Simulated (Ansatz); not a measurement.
Job for Ansatz (a program for electronic structure): R-wB97X-V/def2-TZVPPD on CH10Ge2 (a complex). Files ending in .json are basis or fitting sets from the Basis Set Exchange.

Ansatz 0.2 input:
```yaml
crystal:
  periodic: [false, false, false]
  atoms:
    - {symbol: Ge, position_ang: [-0.18822438, -1.40850771, 0.65348644]}
    - {symbol: Ge, position_ang: [-0.36985753, 0.98919005, 0.25952059]}
    - {symbol: H, position_ang: [0.16948168, -2.13197227, -0.65748595]}
    - {symbol: H, position_ang: [-1.52506734, -1.97019722, 1.16954011]}
    - {symbol: H, position_ang: [0.90448815, -1.71286358, 1.69103819]}
    - {symbol: H, position_ang: [1.02862300, 1.61726476, 0.12085287]}
    - {symbol: H, position_ang: [-1.10313402, 1.68200210, 1.42010308]}
    - {symbol: H, position_ang: [-1.15310441, 1.25490308, -1.03893994]}
    - {symbol: C, position_ang: [0.44748660, 0.33524921, 4.17592555]}
    - {symbol: H, position_ang: [-0.56936235, 0.23864188, 3.79825419]}
    - {symbol: H, position_ang: [0.85974556, -0.65412416, 4.36725210]}
    - {symbol: H, position_ang: [1.06243307, 0.84729706, 3.43713186]}
    - {symbol: H, position_ang: [0.43639807, 0.91184128, 5.09975918]}
basis:
  gaussian:
    orbitals: def2-TZVPPD.json
hamiltonian:
  xc: {name: wB97X-V}
scf: {lower_state_search: off}
```

### Question
Give the final energy of this run.

### Answer
-4197.7434 hartree.

### Question
How many basis functions does it have, and what does it roughly cost on one machine?

### Answer
315 functions; very roughly 19 core-seconds.
